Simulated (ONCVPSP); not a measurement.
# How hard is this Sr ONCV potential?

```json
{
  "Element": "strontium",
  "Generator": "ONCVPSP 4.0.1",
  "Type": "optimised norm-conserving Vanderbilt (ONCV)",
  "Functional": "PBEsol",
  "Relativity": "fully relativistic",
  "Frozen core": "[Ar] 3d10 4s2",
  "Valence charge": "8",
  "Reference configuration": "4p6 4d1 5s1",
  "Partial waves": "5s: rc 3.20 bohr, ncon 4, nbas 7, qcut 2.4 1/bohr, 1 projector; 4p: rc 2.30 bohr, ncon 3, nbas 7, qcut 6.7 1/bohr, 2 projectors, debl 3.4 Ha; 4d: rc 3.35 bohr, ncon 3, nbas 7, qcut 4.2 1/bohr, 1 projector",
  "Local potential": "polynomial inside 2.25 bohr (lpopt 5, dvloc0 0 Ha)",
  "Core correction": "polynomial model core, fcfact 0.15"
}
```

Open shells are filled in proportion to 2j + 1.

Problem. For each optimised wave give the share of its norm inside rc, the residual kinetic energy above qcut (Ha) and the cutoffs (Ha) for errors of 10, 1, 0.1 and 0.01 mHa per electron.

Solution.

| wave | norm inside rc | residual KE | 10 mHa | 1 mHa | 0.1 mHa | 0.01 mHa |
| --- | --- | --- | --- | --- | --- | --- |
| 5s | 0.221 | 2.5e-05 | 0.8 | 1.5 | 2.3 | 9.6 |
| 4p j=3/2 | 0.880 | 2.0e-08 | 5.6 | 7.4 | 9.8 | 15.7 |
| p projector 2 j=3/2 | 0.154 | 1.8e-07 | 6.5 | 8.0 | 16.0 | 18.8 |
| 4p j=1/2 | 0.893 | 1.7e-08 | 6.0 | 7.9 | 9.5 | 14.9 |
| p projector 2 j=1/2 | 0.156 | 1.6e-07 | 6.7 | 8.6 | 15.6 | 18.6 |
| 4d j=5/2 | 0.468 | 7.8e-07 | 4.2 | 5.7 | 6.8 | 7.8 |
| 4d j=3/2 | 0.480 | 8.4e-07 | 4.2 | 5.7 | 6.8 | 7.8 |

The occupied waves need 7.9 Ha and 9.8 Ha for 1 and 0.1 mHa. Note: ghosts flagged at negative energy: s at -23.3 eV; no localised positive-energy state flagged. A true bound ghost makes a file unfit for plane-wave use. 4 of 4 tests not solved or not reliable.
